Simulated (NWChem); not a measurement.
C$_{2}$H$_{8}$InN; SMILES C[CH2][InH][NH2]

```xyz
12

In    -0.3086    -0.5053     0.0000
H     -1.4335    -1.8159     0.0000
C     -0.6224     1.6442     0.0000
C      0.6570     2.4714     0.0000
H     -1.2469     1.8780     0.8785
H     -1.2469     1.8780    -0.8785
H      1.2811     2.2670    -0.8848
H      1.2811     2.2670     0.8848
H      0.4455     3.5549     0.0000
N      1.6365    -1.0714     0.0000
H      1.9576    -2.0325     0.0000
H      2.4217    -0.4308     0.0000
```
Atoms are numbered in this order, from 1.

All runs: NWChem. Medium grid unless said otherwise, to which SCAN and Minnesota functionals are sensitive. The geometry was optimised at PBE0/def2-SVP. No frequency run checked for a minimum. def2 effective core potentials on In; no spin-orbit coupling. Hybrids' shares of exact exchange are those that their runs print; pure functionals count as 0. The functionals differ in more than this share.

```
row              share of exact exchange  highest occupied level (eV)
---------------  -----------------------  ---------------------------
PBE/def2-SVP                        0.00                        -5.21
B97-D/def2-SVP                      0.00                        -5.17
TPSSh/def2-SVP                      0.10                        -5.77
B3LYP/def2-SVP                      0.20                        -6.26
B3PW91/def2-SVP                     0.20                        -6.27
B97-2/def2-SVP                      0.21                        -6.22
PW6B95/def2-SVP                     0.28                        -6.61
M06-2X/def2-SVP                     0.54                     withheld
```

**Question.** Fit a straight line of the last column on the one before it, predict the withheld value, and compare with the run.

**Answer.** 
1. Means of the 7 shown rows: x = 0.141, y = -5.930. Slope Σ(x − x̄)(y − ȳ)/Σ(x − x̄)² = -0.3693/0.07249 = -5.095; intercept -5.209.
2. The shown rows scatter about the line by 0.040 (root mean square); the largest residual is +0.06, at B97-2/def2-SVP.
3. At x = 0.54 (M06-2X/def2-SVP; beyond the shown range) the line gives -7.96.
4. The run gives -7.86, +0.10 from the line, 2.5 times the scatter.
